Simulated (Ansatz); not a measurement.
O2, triplet, at a GFN2-xTB geometry, atoms displaced at random by about 0.05 Å a coordinate; Ansatz (a program for electronic structure) with B3LYP/STO-3G.

Input for Ansatz:
Ansatz 0.2 input:
```yaml
crystal:
  periodic: [false, false, false]
  atoms:
    - {symbol: O, position_ang: [0.04578615, -0.01722735, -0.52980400]}
    - {symbol: O, position_ang: [0.00499737, 0.08798203, 0.59534498]}
basis:
  gaussian:
    orbitals: STO-3G
hamiltonian:
  xc: b3lyp
magnetization: {spin_polarized: true, initial_magnetization: 2}
relax: {max_displacement: 0.02}
```

Output, abridged:

```
Functional definition: B3LYP
143 factors; integrals over basis functions are off by at most 1.5e-6 eV
mean field evaluation 1: about -4033.3542 eV, gradient 5.5e0 eV
mean field evaluation 2: about -4033.5402 eV, gradient 4.1e-1 eV
mean field evaluation 4: about -4033.5536 eV, gradient 1.1e-1 eV
mean field evaluation 8: about -4033.5537 eV, gradient 1.8e-4 eV
mean field -4033.55368992 eV, -148.2303640635 hartree, gradient 9.9e-7 eV, S^2 2.000747; 0 other end points of the search recorded, 0 dependent functions left out
the calculation of the forces begins
reference -4033.55373532 eV, -148.2303657321 hartree; 9, 7 occupied and 1, 3 virtual orbitals, 143 factors
relax step   1: F+E_penalty+E_count = -4033.55368992 eV  Δ(F+E_penalty+E_count) = +0.000e0 eV  max|allowed force component| = 2.070e1 eV/Å  Δτ_max = 0.0000 Å  (19 SCF iters, accepted)
these checks for a lower state are left out or cut short: starts, cluster_reference, orbital_swaps, neighbouring_geometries, increment
143 factors; integrals over basis functions are off by at most 1.4e-6 eV
mean field evaluation 16: about -4034.2208 eV, gradient 3.5e-4 eV
mean field -4034.22077486 eV, -148.2548789829 hartree, gradient 1.8e-5 eV, S^2 2.000749; 0 other end points of the search recorded, 0 dependent functions left out
the calculation of the forces begins
reference -4034.22082033 eV, -148.2548806542 hartree; 9, 7 occupied and 1, 3 virtual orbitals, 143 factors
relax step   2: F+E_penalty+E_count = -4034.22077486 eV  Δ(F+E_penalty+E_count) = -6.671e-1 eV  max|allowed force component| = 1.361e1 eV/Å  Δτ_max = 0.0195 Å  (19 SCF iters, accepted)
these checks for a lower state are left out or cut short: starts, cluster_reference, orbital_swaps, neighbouring_geometries, increment
143 factors; integrals over basis functions are off by at most 1.4e-6 eV
mean field -4034.64730641 eV, -148.2705537285 hartree, gradient 1.5e-5 eV, S^2 2.000741; 0 other end points of the search recorded, 0 dependent functions left out
the calculation of the forces begins
reference -4034.64735199 eV, -148.2705554033 hartree; 9, 7 occupied and 1, 3 virtual orbitals, 143 factors
relax step   3: F+E_penalty+E_count = -4034.64730641 eV  Δ(F+E_penalty+E_count) = -4.265e-1 eV  max|allowed force component| = 7.837e0 eV/Å  Δτ_max = 0.0200 Å  (20 SCF iters, accepted)
these checks for a lower state are left out or cut short: starts, cluster_reference, orbital_swaps, neighbouring_geometries, increment
143 factors; integrals over basis functions are off by at most 1.3e-6 eV
mean field evaluation 32: about -4034.8669 eV, gradient 4.5e-4 eV
mean field -4034.86693173 eV, -148.2786248102 hartree, gradient 1.9e-5 eV, S^2 2.000722; 0 other end points of the search recorded, 0 dependent functions left out
the calculation of the forces begins
reference -4034.86697743 eV, -148.2786264894 hartree; 9, 7 occupied and 1, 3 virtual orbitals, 143 factors
relax step   4: F+E_penalty+E_count = -4034.86693173 eV  Δ(F+E_penalty+E_count) = -2.196e-1 eV  max|allowed force component| = 3.265e0 eV/Å  Δτ_max = 0.0200 Å  (22 SCF iters, accepted)
these checks for a lower state are left out or cut short: starts, cluster_reference, orbital_swaps, neighbouring_geometries, increment
143 factors; integrals over basis functions are off by at most 1.3e-6 eV
mean field -4034.92239287 eV, -148.2806629693 hartree, gradient 2.5e-6 eV, S^2 2.000695; 0 other end points of the search recorded, 0 dependent functions left out
the calculation of the forces begins
reference -4034.92243871 eV, -148.2806646541 hartree; 9, 7 occupied and 1, 3 virtual orbitals, 143 factors
relax step   5: F+E_penalty+E_count = -4034.92239287 eV  Δ(F+E_penalty+E_count) = -5.546e-2 eV  max|allowed force component| = 3.679e-1 eV/Å  Δτ_max = 0.0200 Å  (23 SCF iters, accepted)
these checks for a lower state are left out or cut short: starts, cluster_reference, orbital_swaps, neighbouring_geometries, increment
143 factors; integrals over basis functions are off by at most 1.3e-6 eV
mean field -4034.92298896 eV, -148.2806848753 hartree, gradient 2.1e-5 eV, S^2 2.000700; 0 other end points of the search recorded, 0 dependent functions left out
the calculation of the forces begins
reference -4034.92303478 eV, -148.2806865590 hartree; 9, 7 occupied and 1, 3 virtual orbitals, 143 factors
relax step   6: F+E_penalty+E_count = -4034.92298896 eV  Δ(F+E_penalty+E_count) = -5.961e-4 eV  max|allowed force component| = 1.991e-1 eV/Å  Δτ_max = 0.0034 Å  (21 SCF iters, accepted)
these checks for a lower state are left out or cut short: starts, cluster_reference, orbital_swaps, neighbouring_geometries, increment
143 factors; integrals over basis functions are off by at most 1.3e-6 eV
mean field -4034.92322686 eV, -148.2806936179 hartree, gradient 1.0e-5 eV, S^2 2.000698; 0 other end points of the search recorded, 0 dependent functions left out
the calculation of the forces begins
reference -4034.92327269 eV, -148.2806953020 hartree; 9, 7 occupied and 1, 3 virtual orbitals, 143 factors
relax step   7: F+E_penalty+E_count = -4034.92322686 eV  Δ(F+E_penalty+E_count) = -2.379e-4 eV  max|allowed force component| = 1.904e-4 eV/Å  Δτ_max = 0.0012 Å  (17 SCF iters, accepted)
143 factors; integrals over basis functions are off by at most 1.3e-6 eV
mean field evaluation 64: about -4034.9230 eV, gradient 1.5e-1 eV
mean field -4034.92322686 eV, -148.2806936179 hartree, gradient 1.0e-5 eV, S^2 2.000698; 1 other end points of the search recorded, 0 dependent functions left out
the calculation of the forces begins
reference -4034.92327269 eV, -148.2806953020 hartree; 9, 7 occupied and 1, 3 virtual orbitals, 143 factors
Total energy: -4034.92327269 eV, -148.2806953020 hartree
Atom 0 at     0.048573    -0.024415    -0.606674 Å, force    -0.000007     0.000018     0.000190 eV/Å
Atom 1 at     0.002211     0.095170     0.672215 Å, force     0.000007    -0.000018    -0.000190 eV/Å
Dipole moment:    -0.000000    -0.000000     0.000000 e Å
```
